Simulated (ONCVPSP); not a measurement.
**PBE ONCV dataset for O, scalar-relativistic all-electron reference.**

```json
{"Element": "oxygen (O)", "Generator": "ONCVPSP 4.0.1", "Type": "optimised norm-conserving Vanderbilt (ONCV)", "Functional": "PBE", "Relativity": "scalar-relativistic", "Frozen core": "[He]", "Valence charge": "6", "Reference configuration": "2s1.5 2p4.5", "Partial waves": "2s: rc 0.95 bohr, ncon 4, nbas 8, qcut 8.8 1/bohr, 2 projectors, debl 0.9 Ha; 2p: rc 1.50 bohr, ncon 3, nbas 6, qcut 7.6 1/bohr, 2 projectors, debl 3 Ha", "Local potential": "polynomial inside 0.85 bohr (lpopt 5, dvloc0 2 Ha)", "Core correction": "polynomial model core, fcfact 0.7"}
```

All-electron outer shells of the reference configuration (PBE, scalar-relativistic, ld1.x):

```json
{"shell": "1s", "level (eV)": "-515.06", "outermost node (bohr)": "–", "outermost maximum (bohr)": "0.13"}
{"shell": "2s", "level (eV)": "-24.20", "outermost node (bohr)": "0.28", "outermost maximum (bohr)": "0.87"}
{"shell": "2p", "level (eV)": "-9.25", "outermost node (bohr)": "–", "outermost maximum (bohr)": "0.82"}
```

Results:

```json
{
  "Cutoffs needed": "34 Ha and 87 Ha (the cutoffs (Ha) at which the residual kinetic energy of the hardest occupied pseudo-wave falls to 1 and 0.1 mHa per electron)",
  "Ghost test": "no bound ghost flagged; no localised positive-energy state flagged",
  "Largest excitation error": "+473 meV (all-electron minus pseudo) for 2s2 2p2, out of 4 test configurations",
  "rms error of d²Exc/dni dnj": "1.64 mHa without and 1.83 mHa with the model core"
}
```

Generation and tests took about 2.2 s on one core of a shared server CPU.
